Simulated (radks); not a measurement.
Radial electron density D(r) = 4 pi r^2 rho(r) of an atom or ion with 31 electrons. All-electron calculation, Dirac Kohn-Sham, PBEsol, spin-unpolarised, spherical densities, point nucleus. Program: a radial shooting solver on a logarithmic mesh with Libxc functionals.

r (bohr)  D(r) (e/bohr)
0.001875          1.401
0.002131          1.763
0.002422          2.212
0.002775          2.807
0.003154          3.501
0.003613          4.410
0.004107          5.457
0.004668          6.720
0.005348          8.335
0.006078          10.14
0.006908          12.26
0.007914          14.87
0.008995          17.66
0.01022           20.76
0.01171           24.35
0.01331           27.91
0.01525           31.75
0.01733           35.24
0.0197            38.38
0.02257           41.10
0.02565           42.83
0.02916           43.58
0.0334            43.24
0.03796           41.94
0.04315           40.00
0.04943           37.77
0.05618           36.17
0.06437           35.71
0.07316           36.91
0.08315           39.72
0.09526           43.93
0.1083            48.01
0.1231            50.87
0.141             51.30
0.1602            48.67
0.1836            43.13
0.2086            36.81
0.2371            31.34
0.2717            28.28
0.3088            28.54
0.3509            31.00
0.4021            33.91
0.457             34.90
0.5194            33.04
0.595             28.12
0.6763            21.92
0.7748            15.37
0.8806            10.39
1.001             6.992
1.147             4.893
1.303             3.789
1.481             3.019
1.697             2.253
1.929             1.536
2.192            0.9114
2.511            0.4391
2.854            0.1843
3.27            0.05912
3.717           0.01614
4.224          0.003438
4.84          0.0004915

What is the nuclear charge?

Answer. Z = 35. The innermost maximum, from 1s, lies near gamma/Z bohr with gamma = sqrt(1 - (Z/c)^2) = 0.967, here 0.0276 bohr (found: 0.0301), and its height grows with Z. The density is that of the bromine ion Br4+ in [Ar] 3d10 4s2 4p1; the configuration itself is not fixed sharply by these data, and Z only to about a unit. D(r) has 3 maxima, at r = 0.0301, 0.134, 0.450 bohr, and minima at 0.0623, 0.285 bohr, inside which lie 2.08, 11.01 electrons.
